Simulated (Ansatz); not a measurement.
Relaxation of CH7BFNOSi (13 atoms, charge 0, multiplicity 1), to a largest force component of 0.015 eV/Å in at most 40 steps.

Computed with RKS PBE/STO-3G in Ansatz.

```xyz
13
Properties=species:S:1:pos:R:3
C 0.216 -2.534 0.349
Si 0.436 -0.646 0.349
O -1.066 0.150 -0.072
B -0.661 1.591 -0.036
N -0.616 2.305 1.290
F -0.025 2.158 -1.224
H -0.131 -2.805 -0.671
H -0.577 -2.735 1.071
H 1.119 -2.986 0.642
H 0.878 -0.235 1.720
H 1.474 -0.310 -0.611
H -1.161 3.208 1.092
H 0.433 2.584 1.487
```

Where does it end, and by what steps?

The forces met the threshold. The force dipped under the threshold on the way, but the program's further checks kept it going. Limits of this set-up: minimal basis. After 33 steps the energy has fallen by 2.084 eV; F6 moved furthest, 1.90 Å.

```json
{"step": "0", "energy less start (eV)": "0.0000", "largest force component (eV/Å)": "3.063", "accepted": "yes"}
{"step": "2", "energy less start (eV)": "-0.7883", "largest force component (eV/Å)": "2.712", "accepted": "yes"}
{"step": "4", "energy less start (eV)": "-1.4009", "largest force component (eV/Å)": "1.076", "accepted": "yes"}
{"step": "6", "energy less start (eV)": "-1.8289", "largest force component (eV/Å)": "0.867", "accepted": "yes"}
{"step": "8", "energy less start (eV)": "-1.9975", "largest force component (eV/Å)": "0.942", "accepted": "yes"}
{"step": "10", "energy less start (eV)": "-2.0670", "largest force component (eV/Å)": "0.167", "accepted": "yes"}
{"step": "12", "energy less start (eV)": "-2.0729", "largest force component (eV/Å)": "0.251", "accepted": "yes"}
{"step": "14", "energy less start (eV)": "-2.0756", "largest force component (eV/Å)": "0.034", "accepted": "yes"}
{"step": "16", "energy less start (eV)": "-2.0775", "largest force component (eV/Å)": "0.169", "accepted": "yes"}
{"step": "18", "energy less start (eV)": "-2.0800", "largest force component (eV/Å)": "0.053", "accepted": "yes"}
{"step": "20", "energy less start (eV)": "-2.0798", "largest force component (eV/Å)": "0.163", "accepted": "no"}
{"step": "22", "energy less start (eV)": "-2.0820", "largest force component (eV/Å)": "0.018", "accepted": "yes"}
{"step": "24", "energy less start (eV)": "-2.0821", "largest force component (eV/Å)": "0.134", "accepted": "no"}
{"step": "26", "energy less start (eV)": "-2.0832", "largest force component (eV/Å)": "0.011", "accepted": "yes"}
{"step": "28", "energy less start (eV)": "-2.0835", "largest force component (eV/Å)": "0.028", "accepted": "yes"}
{"step": "30", "energy less start (eV)": "-2.0837", "largest force component (eV/Å)": "0.013", "accepted": "yes"}
{"step": "32", "energy less start (eV)": "-2.0837", "largest force component (eV/Å)": "0.021", "accepted": "yes"}
{"step": "33", "energy less start (eV)": "-2.0837", "largest force component (eV/Å)": "0.012", "accepted": "yes"}
```

```xyz
13
Properties=species:S:1:pos:R:3
C 0.239 -2.459 0.245
Si 0.458 -0.639 0.654
O -0.764 0.210 -0.201
B -0.896 1.588 -0.099
N -0.062 2.443 0.704
F -1.885 2.153 -0.818
H 0.336 -2.641 -0.838
H -0.752 -2.825 0.560
H 1.002 -3.067 0.759
H 0.335 -0.431 2.097
H 1.791 -0.191 0.247
H -0.204 3.475 0.759
H 0.721 2.128 1.316
```

Time of the run: 92 s on 1 thread of Intel(R) Xeon(R) Platinum 8488C (Sapphire Rapids) (shared host), peak memory 0.22 GiB.
